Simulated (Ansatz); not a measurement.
Calculated with Ansatz (gas phase, PBE0-D4/def2-TZVP geometries, no zero-point term in ΔE). CCSD(T)/CBS adds triple-zeta CCSD(T) − MP2 to the extrapolated MP2 energy (def2 sets, frozen cores). This one scheme is used for every species. Functionals use def2-TZVPP. B3LYP here is the variant with VWN-RPA as its local correlation; programs differ in this. HSE06 is defined as in plane-wave codes. For Se, Ti outer-core shells are correlated without core-valence functions, which leaves a few kJ/mol of doubt a bond. Scalar relativity is left out up to krypton. One conformer a species, not always the lowest.

Reaction (ligand exchange at a Ti–N bond): `O=C=[N][Ti]([F])([F])[F]` + H₂Se → `[F][Ti]([F])([F])[SeH]` + `N=C=O`

`O=C=[N][Ti]([F])([F])[F]`:

```xyz
7

O     2.340    0.480   -2.081
C     1.483    0.310   -1.320
N     0.592    0.135   -0.528
Ti   -0.781   -0.162    0.695
F    -0.131   -0.886    2.138
F    -1.964   -1.231   -0.004
F    -1.539    1.352    1.100
```

H₂Se:

Z-matrix (Å, degrees):
```
Se
H 1 1.467
H 1 1.467 2 91.2
```

`[F][Ti]([F])([F])[SeH]`:

Z-matrix (Å, degrees):
```
Ti
F 1 1.737
F 1 1.744 2 112.2
F 1 1.744 2 112.3 3 121.9
Se 1 2.410 2 105.0 3 -119.0
H 5 1.474 1 88.5 2 -179.6
```

`N=C=O`:

Cartesian coordinates in Å:
```
N -0.752 0.066 0.126
C 0.437 -0.142 0.175
O 1.556 -0.392 0.352
H -1.241 0.468 -0.654
```

| level | ΔE (kJ/mol) | difference from CCSD(T)/CBS |
| --- | --- | --- |
| LDA (SPW92) | 17.8 | -7.8 |
| PBE-D4 | 17.6 | -8.0 |
| revPBE-D4 | 20.7 | -4.9 |
| BLYP-D4 | 24.2 | -1.4 |
| r2SCAN-D4 | 21.3 | -4.3 |
| B97M-V | 29.9 | 4.3 |
| PBE0-D4 | 22.0 | -3.6 |
| B3LYP-D4 | 26.7 | 1.1 |
| r2SCANh-D4 | 22.4 | -3.2 |
| HSE06-D4 | 21.8 | -3.8 |
| CAM-B3LYP-D4 | 32.4 | 6.8 |
| ωB97X-V | 29.9 | 4.3 |
| ωB97M-V | 26.5 | 0.9 |
| B2PLYP | 24.1 | -1.5 |
| PBE-QIDH | 23.6 | -2.0 |
| PBE | 17.8 | -7.8 |
| revPBE | 18.4 | -7.2 |
| BLYP | 24.4 | -1.2 |
| r2SCAN | 21.0 | -4.6 |
| PBE0 | 22.2 | -3.4 |
| B3LYP | 27.3 | 1.7 |
| r2SCANh | 22.1 | -3.5 |
| HSE06 | 22.0 | -3.6 |
| BHLYP | 34.6 | 9.0 |
| CAM-B3LYP | 32.7 | 7.1 |
| LC-ωPBE | 28.8 | 3.2 |
| RPA@PBE/def2-TZVPP | 25.2 | -0.4 |
| HF/def2-SVP | 63.9 | 38.3 |
| MP2/def2-SVP | 46.1 | 20.5 |
| CCSD/def2-SVP | 55.0 | 29.4 |
| HF/def2-TZVPP | 51.0 | 25.4 |
| MP2/def2-TZVPP | 23.3 | -2.3 |
| SCS-MP2/def2-TZVPP | 28.7 | 3.1 |
| CCSD(T)/def2-TZVPP | 29.3 | 3.7 |
| HF/def2-QZVPP | 51.1 | 25.5 |
| MP2/def2-QZVPP | 21.2 | -4.4 |
| SCS-MP2/def2-QZVPP | 27.0 | 1.4 |
| HF/CBS(def2) | 51.1 | 25.5 |
| MP2/CBS(def2) | 19.6 | -6.0 |
| CCSD/CBS(def2) | 31.4 | 5.8 |
| CCSD(T)/CBS | 25.6 | 0 |

Largest T1 diagnostic among the species: 0.023, so the coupled-cluster value is less sure than usual.

From PBE to PBE0 (25 % exact exchange), in def2-TZVPP and without D4, ΔE moves by +4.4 kJ/mol. At CCSD(T), def2-SVP lies +22.8 kJ/mol from the extrapolated value and def2-TZVPP +3.7 kJ/mol. Leaving LDA and LC-ωPBE aside and taking each functional with its dispersion term where it has one, the values spread over 14.8 kJ/mol, from PBE-D4 to CAM-B3LYP-D4.

CCSD(T)/CBS has its own doubt, a few kJ/mol and more with outer-core shells, so smaller differences from it don't rank the levels.
